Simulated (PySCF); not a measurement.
SMILES C(C[SiH](F)F)[SiH](F)F (CAM-B3LYP/def2-SVP optimised geometry):

```
14

Si    -1.331    -2.793    -2.682
F     -2.941    -2.679    -2.687
F     -0.970    -4.338    -2.401
C     -0.678    -1.727    -1.315
C     -1.170    -0.269    -1.408
Si    -0.573     0.777     0.000
F      1.041     0.777     0.000
F     -1.027     0.086     1.386
H     -0.850    -2.440    -4.034
H      0.425    -1.766    -1.326
H     -0.987    -2.177    -0.357
H     -2.273    -0.234    -1.423
H     -0.841     0.204    -2.351
H     -1.041     2.177     0.000
```

Level of theory: CAM-B3LYP/def2-TZVP (PySCF 2.14.0).

Problem. What are the frontier orbital energies and the dipole moment?

Solution. HOMO-2 -12.21 eV, HOMO-1 -11.77 eV, HOMO -10.11 eV, LUMO 1.37 eV, LUMO+1 1.46 eV; dipole moment 2.26 D.

On the same geometry PBE/def2-TZVP (PySCF 2.14.0) gives HOMO-2 -9.26 eV, HOMO-1 -8.71 eV, HOMO -7.36 eV, LUMO -0.45 eV, LUMO+1 -0.37 eV; dipole moment 2.01 D.

Meta-Löwdin charges at CAM-B3LYP/def2-TZVP: Si1 1.36, F2 -0.50, F3 -0.50, C4 -0.48, C5 -0.48, Si6 1.35, F7 -0.50, F8 -0.50, H9 -0.13, H10 0.13, H11 0.13, H12 0.13, H13 0.12, H14 -0.13.
